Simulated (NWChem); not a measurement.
System: CH$_{4}$GeS, singlet; SMILES [CH3][Ge][SH]

NWChem printed, in part:

```
             Northwest Computational Chemistry Package (NWChem) 7.3.0
             --------------------------------------------------------

 C1  symmetry detected

                             Geometry "geometry" -> ""
                             -------------------------

 Output coordinates in angstroms (scale by  1.889725989 to convert to a.u.)

  No.       Tag          Charge          X              Y              Z
 ---- ---------------- ---------- -------------- -------------- --------------
    1 Ge                  32.0000    -0.50282031    -0.49719187    -0.00025796
    2 C                    6.0000     1.35787749    -1.30684715    -0.00007751
    3 H                    1.0000     1.90093617    -1.01513594     0.89920949
    4 H                    1.0000     1.93312977    -0.95839596    -0.85783593
    5 H                    1.0000     1.32183389    -2.39573685    -0.03471782
    6 S                   16.0000     0.23463637     1.62089098    -0.00043864
    7 H                    1.0000    -0.96709684     2.18623562     0.00908228

 Effective nuclear repulsion energy (a.u.)     237.0450036015

                                Z-matrix (autoz)
                                --------

 Units are Angstrom for bonds and degrees for angles

[...]

      ----------------------
      Optimization converged
      ----------------------

  Step       Energy      Delta E   Gmax     Grms     Xrms     Xmax
  ---- ---------------- -------- -------- -------- -------- --------
@    6   -2515.48189192 -1.2D-07  0.00004  0.00001  0.00034  0.00070
                                     ok       ok       ok       ok

                                Z-matrix (autoz)
                                --------

 Units are Angstrom for bonds and degrees for angles

[...]

 Rotational Constants
 --------------------
 A=   0.316582 cm-1  (  0.455481 K)
 B=   0.120756 cm-1  (  0.173737 K)
 C=   0.088874 cm-1  (  0.127867 K)

 Temperature                      =   298.15K
 frequency scaling parameter      =   1.0000

 Zero-Point correction to Energy  =   28.376 kcal/mol  (  0.045219 au)
 Thermal correction to Energy     =   31.280 kcal/mol  (  0.049848 au)
 Thermal correction to Enthalpy   =   31.872 kcal/mol  (  0.050791 au)

 Total Entropy                    =   71.865 cal/mol-K
   - Translational                =   40.291 cal/mol-K (mol. weight = 121.9253)
   - Rotational                   =   25.654 cal/mol-K (symmetry #  =        1)
   - Vibrational                  =    5.920 cal/mol-K

 Cv (constant volume heat capacity) =   14.733 cal/mol-K
   - Translational                  =    2.979 cal/mol-K
   - Rotational                     =    2.979 cal/mol-K
   - Vibrational                    =    8.774 cal/mol-K

[normal modes left out]

 ----------------------------------------------------------------------------
 Normal Eigenvalue ||           Projected Infra Red Intensities
  Mode   [cm**-1]  || [atomic units] [(debye/angs)**2] [(KM/mol)] [arbitrary]
 ------ ---------- || -------------- ----------------- ---------- -----------
    1      -52.138 ||    0.000452           0.010         0.441       0.561
    2       -0.000 ||    0.000125           0.003         0.122       0.155
    3       -0.000 ||    0.000065           0.001         0.063       0.080
    4        0.000 ||    0.000105           0.002         0.102       0.130
    5        0.000 ||    0.000264           0.006         0.257       0.327
    6        0.000 ||    0.000047           0.001         0.046       0.058
    7        0.000 ||    0.000001           0.000         0.001       0.001
    8      178.972 ||    0.002383           0.055         2.323       2.954
    9      370.394 ||    0.043884           1.012        42.780      54.405
   10      395.775 ||    0.010828           0.250        10.556      13.424
   11      523.998 ||    0.035200           0.812        34.315      43.640
   12      659.464 ||    0.000083           0.002         0.081       0.103
   13      688.230 ||    0.002353           0.054         2.294       2.917
   14      818.019 ||    0.016556           0.382        16.140      20.526
   15     1276.594 ||    0.007756           0.179         7.560       9.615
   16     1481.568 ||    0.003873           0.089         3.776       4.802
   17     1490.601 ||    0.009045           0.209         8.817      11.214
   18     2675.112 ||    0.009530           0.220         9.291      11.815
   19     3042.464 ||    0.003842           0.089         3.745       4.763
   20     3121.382 ||    0.010210           0.236         9.954      12.658
   21     3135.929 ||    0.012786           0.295        12.464      15.851
 ----------------------------------------------------------------------------

 ===============================================================================
      Negative Nuclear Hessian Mode    1  Eigenvalue =    -52.14 cm**(-1)
 -------------------------------------------------------------------------------
   Raw step length:  0.518 angstroms ;  The Raw step for this mode is:
    1 Ge                  32.0000    -0.00022528    -0.00009515    -0.00621917
    2 C                    6.0000     0.00012149     0.00025643     0.00781682
    3 H                    1.0000     0.13746087     0.23169508    -0.15055861
    4 H                    1.0000    -0.13212716    -0.21638687    -0.17022915
    5 H                    1.0000    -0.00237444    -0.00838390     0.27936525
    6 S                   16.0000     0.00038845    -0.00007120     0.01396000
    7 H                    1.0000    -0.00020478    -0.00073978    -0.03835219

  Geometry after  100.0% step for mode  1; Step length =  0.518 angstroms
   Maximum component (any atom: x,y, or z) displacement:  0.528
    1 Ge                  32.0000    -0.49177041    -0.51515776    -0.00397183
    2 C                    6.0000     1.36678597    -1.30936607     0.00728852
    3 H                    1.0000     2.04706351    -0.78783681     0.75650708
    4 H                    1.0000     1.81142611    -1.17702106    -1.03507846
    5 H                    1.0000     1.30013953    -2.41008612     0.24315909
    6 S                   16.0000     0.23563424     1.63273930     0.01391550
    7 H                    1.0000    -0.98774325     2.20682197    -0.03107303

  Geometry after -100.0% step for mode  1; Step length =  0.518 angstroms
   Maximum component (any atom: x,y, or z) displacement:  0.528
    1 Ge                  32.0000    -0.49131984    -0.51496746     0.00846651
    2 C                    6.0000     1.36654299    -1.30987893    -0.00834512
    3 H                    1.0000     1.77214177    -1.25122697     1.05762429
    4 H                    1.0000     2.07568042    -0.74424732    -0.69462016
    5 H                    1.0000     1.30488840    -2.39331832    -0.31557142
    6 S                   16.0000     0.23485735     1.63288170    -0.01400449
    7 H                    1.0000    -0.98733369     2.20830154     0.04563135

  Geometry after   50.0% step for mode  1; Step length =  0.259 angstroms
   Maximum component (any atom: x,y, or z) displacement:  0.264
    1 Ge                  32.0000    -0.49165777    -0.51511018    -0.00086224
    2 C                    6.0000     1.36672522    -1.30949429     0.00338011
    3 H                    1.0000     1.97833307    -0.90368435     0.83178638
    4 H                    1.0000     1.87748969    -1.06882763    -0.94996388
    5 H                    1.0000     1.30132675    -2.40589417     0.10347646
    6 S                   16.0000     0.23544002     1.63277490     0.00693550
    7 H                    1.0000    -0.98764086     2.20719186    -0.01189693

  Geometry after  -50.0% step for mode  1; Step length =  0.259 angstroms
   Maximum component (any atom: x,y, or z) displacement:  0.264
    1 Ge                  32.0000    -0.49143248    -0.51501503     0.00535693
    2 C                    6.0000     1.36660373    -1.30975071    -0.00443671
    3 H                    1.0000     1.84087220    -1.13537943     0.98234499
    4 H                    1.0000     2.00961684    -0.85244075    -0.77973473
    5 H                    1.0000     1.30370119    -2.39751027    -0.17588879
    6 S                   16.0000     0.23505157     1.63284610    -0.00702450
    7 H                    1.0000    -0.98743608     2.20793164     0.02645525

  Geometry after   37.9% step for mode  1; Step length =  0.196 angstroms
   Maximum component (any atom: x,y, or z) displacement:  0.200
    1 Ge                  32.0000    -0.49163047    -0.51509865    -0.00010874
    2 C                    6.0000     1.36671051    -1.30952535     0.00243304
    3 H                    1.0000     1.96167867    -0.93175593     0.85002767
    4 H                    1.0000     1.89349787    -1.04261075    -0.92933936
    5 H                    1.0000     1.30161443    -2.40487840     0.06962928
    6 S                   16.0000     0.23539296     1.63278353     0.00524414
    7 H                    1.0000    -0.98761605     2.20728149    -0.00725028

  Geometry after  -37.9% step for mode  1; Step length =  0.196 angstroms
   Maximum component (any atom: x,y, or z) displacement:  0.200
    1 Ge                  32.0000    -0.49145978    -0.51502656     0.00460343
    2 C                    6.0000     1.36661845    -1.30971964    -0.00348965
    3 H                    1.0000     1.85752661    -1.10730785     0.96410369
    4 H                    1.0000     1.99360865    -0.87865763    -0.80035926
    5 H                    1.0000     1.30341351    -2.39852604    -0.14204162
    6 S                   16.0000     0.23509864     1.63283747    -0.00533314
    7 H                    1.0000    -0.98746089     2.20784201     0.02180860

  Geometry after   18.9% step for mode  1; Step length =  0.098 angstroms
   Maximum component (any atom: x,y, or z) displacement:  0.100
    1 Ge                  32.0000    -0.49158780    -0.51508063     0.00106930
    2 C                    6.0000     1.36668749    -1.30957393     0.00095237
    3 H                    1.0000     1.93564065    -0.97564391     0.87854668
    4 H                    1.0000     1.91852557    -1.00162247    -0.89709433
    5 H                    1.0000     1.30206420    -2.40329031     0.01671156
    6 S                   16.0000     0.23531938     1.63279701     0.00259982
    7 H                    1.0000    -0.98757726     2.20742162     0.00001444

  Geometry after  -18.9% step for mode  1; Step length =  0.098 angstroms
   Maximum component (any atom: x,y, or z) displacement:  0.100
    1 Ge                  32.0000    -0.49150245    -0.51504458     0.00342539
    2 C                    6.0000     1.36664147    -1.30967107    -0.00200897
    3 H                    1.0000     1.88356462    -1.06341987     0.93558469
    4 H                    1.0000     1.96858096    -0.91964591    -0.83260428
    5 H                    1.0000     1.30296374    -2.40011413    -0.08912389
    6 S                   16.0000     0.23517222     1.63282399    -0.00268882
    7 H                    1.0000    -0.98749968     2.20770188     0.01454388
```

Level: B3LYP/6-31G* (spherical d). Low-valent species are run as closed-shell singlets; no triplet was tried in these runs. The optimisation ended at a saddle point (imaginary frequency).

Problem. Which NWChem input produces such a log?

Solution. This is not unique; one that fits is the input that was run:
```
start job
memory heap 200 mb stack 900 mb global 1100 mb
geometry units angstroms
  Ge     0.448327    -0.253535     0.390672
  C      1.175514     1.473258    -0.388509
  H      0.555231     2.318272    -0.088633
  H      1.176444     1.437681    -1.477920
  H      2.194725     1.666741    -0.053915
  S     -1.515625    -0.109310    -0.682738
  H     -2.028156    -1.229047    -0.185376
end
basis spherical
  * library 6-31g*
end
dft
  xc b3lyp
  iterations 150
end
driver
  maxiter 120
end
task dft optimize
task dft freq
```
